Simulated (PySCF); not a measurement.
**Stretching CsBe**

Set-up: Cs def2-SVPD with ECP46, Be def2-SVPD; scalar-relativistic core potentials (PySCF 2.14). Energies in eV from Cs + Be in their ground configurations at the same level. State: ²Σ⁺ (doublet), unpaired electrons σ ↑.

All columns are ROHF. A positive dipole means Cs(−)Be(+).

```
R (Å)  E (eV)  μ (D)  Mulliken charge on Cs (basis-dependent)  HOMO (eV)  LUMO (eV)  Mayer bond order  ⟨S²⟩
3.268   0.434   1.63                                     0.12      -3.31       0.10              0.25  0.75
3.420   0.307   1.42                                     0.11      -3.32       0.11              0.25  0.75
3.572   0.218   1.29                                     0.11      -3.33       0.12              0.23  0.75
3.686   0.169   1.22                                     0.10      -3.34       0.12              0.22  0.75
3.800   0.131   1.17                                     0.09      -3.35       0.12              0.21  0.75
3.914   0.103   1.13                                     0.09      -3.37       0.12              0.19  0.75
4.066   0.075   1.07                                     0.07      -3.38       0.12              0.17  0.75
4.256   0.052   0.99                                     0.06      -3.40       0.13              0.15  0.75
4.484   0.035   0.88                                     0.04      -3.42       0.13              0.12  0.75
4.788   0.022   0.73                                     0.03      -3.44       0.13              0.10  0.75
```

Spin–orbit coupling is left out. Hartree–Fock leaves out correlation, which carries a large part of most bond energies and some tenths to 1 eV of ionisation energies. The state was picked by a PBE0 search and need not be the measured ground state.
